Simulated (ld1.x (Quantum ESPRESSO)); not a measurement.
**technetium (Tc), PAW: configuration errors across variants**

```json
{
  "Element": "technetium",
  "Generator": "ld1.x (Quantum ESPRESSO) 7.5",
  "Type": "PAW",
  "Functional": "PBE",
  "Relativity": "fully relativistic",
  "Frozen core": "[Kr]",
  "Valence charge": "7",
  "Reference configuration": "4d5 5s1 5p0 (charge +1)",
  "Partial waves": "5s (bound): rcut 2.00, rcutus 2.70 bohr; 5s channel at -0.55 Ry: rcut 2.00, rcutus 2.70 bohr; 5p (bound, empty): rcut 2.80, rcutus 3.15 bohr; 5p channel at 0.3 Ry: rcut 2.80, rcutus 3.15 bohr; 4d (bound): rcut 1.55, rcutus 2.00 bohr; 4d channel at -0.7 Ry: rcut 1.55, rcutus 2.00 bohr",
  "Local potential": "all-electron potential smoothed inside 1.75 bohr (lloc = -2)",
  "Core correction": "Bessel-smoothed model core inside 1.35 bohr",
  "Augmentation charge": "BG, radius 1.50 bohr"
}
```

Open shells are filled in proportion to 2j + 1 (rel_dist='average').

All-electron excitation energies from the reference (eV): (1) 4d5 5s2 5p0 -8.154; (2) 4d5 5s0 5p0 14.852; (3) 4d4 5s0 5p0 43.554; (4) 4d6 5s0 5p0 -1.987; (5) 4d3 5s0 5p0 85.584; (6) 4d5 5s0 5p2 -0.450; (7) 4d5.5 5s1.5 5p0 -8.788.

4 further variants failed, have other tests or another functional or relativity, and are left out.

Errors AE − PS in meV (a dash: test not solved or not reliable):

| change | (1) | (2) | (3) | (4) | (5) | (6) | (7) | bound ghosts |
| --- | --- | --- | --- | --- | --- | --- | --- | --- |
| base | +6.1 | -0.8 | -199 | -50 | -936 | +1.1 | -12 | not determined |
| waves 5s (bound): rcut 2.00, rcutus 2.58 bohr; 5s channel at -0.55 Ry: rcut 2.00, rcutus 2.58 bohr | +2.0 | -2.1 | -199 | -52 | -933 | +0.3 | -12 | not determined |
| core correction Bessel-smoothed model core inside 2.40 bohr | +5.3 | -1.3 | -202 | -50 | -942 | +1.2 | -12 | not determined |
| local potential all-electron potential smoothed inside 2.20 bohr (lloc = -1) | – | – | – | – | – | – | – | not determined |
| local potential all-electron potential smoothed inside 2.70 bohr (lloc = -2) | +0.4 | -2.4 | -199 | -52 | -932 | -0.9 | -12 | not determined |
| wave 4d channel at -0.7 Ry: rcut 1.55, rcutus 2.00 bohr becomes 4d channel at -0.02 Ry: rcut 1.55, rcutus 2.00 bohr | +4.4 | -2.7 | -195 | -52 | -910 | +0.6 | -12 | not determined |

Question: Give the same row for: waves 5p (bound): rcut 2.80, rcutus 3.36 bohr; 5p channel at 0.3 Ry: rcut 2.80, rcutus 3.36 bohr.

Answer: +6.1, -0.8, -199, -50, -936, +2.7, -12; bound ghosts: not determined.
